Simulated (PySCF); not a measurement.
C5H10NPSi.
SMILES with atom numbers: `[CH:1]#[C:2][Si@:3]([NH2:4])([PH2:5])[CH:6]1[CH2:7][CH2:8]1`

Definitions: NICS(0) = −σiso at the ring centroid; NICS(1) = −σiso and NICS(1)zz = −σzz at ±1 Å along the ring normal z. Level: GIAO PBE0/pcSseg-1 (PySCF, non-relativistic, gas phase) on the GFN2-xTB geometry, one conformer.

Ring bond lengths (Å), with Mayer bond orders in brackets: C6–C7 1.502 (0.95), C7–C8 1.491 (0.97), C8–C6 1.501 (0.96).

Question: Give the NICS values of each ring in ppm.

Answer: 
```
    ring                                            type  NICS(0)  NICS(1), two faces  NICS(1)zz, two faces  rms pucker (Å)  centre to ring atoms, mean (Å)
C6–C7–C8  3-membered carbocycle; formal bonds all single    -45.1         -9.5 / -8.3         -25.6 / -24.1            0.00                            0.87
```

Question: What can be read from them?

Answer: 
- C6–C7–C8: mean NICS(1)zz -24.9 ppm, shielded. C6, C7, C8 have four or more neighbours, and the NICS criterion for π rings isn't applied. NICS(0) lies 36 ppm below the mean NICS(1).

Question: What is the mean of the two in-plane components of NICS at the first NICS(1) probe listed for ring C6–C7–C8, 1 Å off the ring?

Answer: The isotropic value is a third of the trace: (3 × -9.5 − (-25.6))/2 = -1.4 ppm.

Question: What are the shieldings of the ring atoms and their hydrogens in the same run (means over atoms taken as equivalent)?

Answer: 
| atoms | environment | σ isotropic (ppm) | principal values of the symmetric part, first atom (ppm) |
| --- | --- | --- | --- |
| C6 | sp3 carbon bound to silicon | 182.9 | 152.7, 173.7, 222.3 |
| C7 | three-membered-ring carbon | 184.3 | 158.6, 178.2, 216.2 |
| C8 | three-membered-ring carbon | 183.3 | 158.9, 177.3, 213.5 |
| H on C6 | methine hydrogen | 31.82 | 25.0, 28.7, 41.7 |
| H on C7 | methylene hydrogen | 31.20 | 25.3, 26.2, 42.1 |
| H on C7 | methylene hydrogen | 31.14 | 24.6, 29.7, 39.0 |
| H on C8 | methylene hydrogen | 30.99 | 25.0, 26.1, 41.8 |
| H on C8 | methylene hydrogen | 31.58 | 25.0, 30.2, 39.6 |

Hardware: an Intel Xeon at 2.50 GHz with one thread (shared host). Cost: 2.9 min wall, 2.0 min CPU (with the writing of density and orbital grids), 0.86 GiB resident at most. This is the whole shielding run at PBE0/pcSseg-1, SCF included.

The values belong to the conformer `[CH:1]#[C:2][Si@:3]([NH2:4])([PH2:5])[CH:6]1[CH2:7][CH2:8]1`: C2–Si3–C6–C7 -157°, H–N4–Si3–C2 58°, H–N4–Si3–C2 -83°, H–P5–Si3–C2 -32°, H–P5–Si3–C2 -125°.
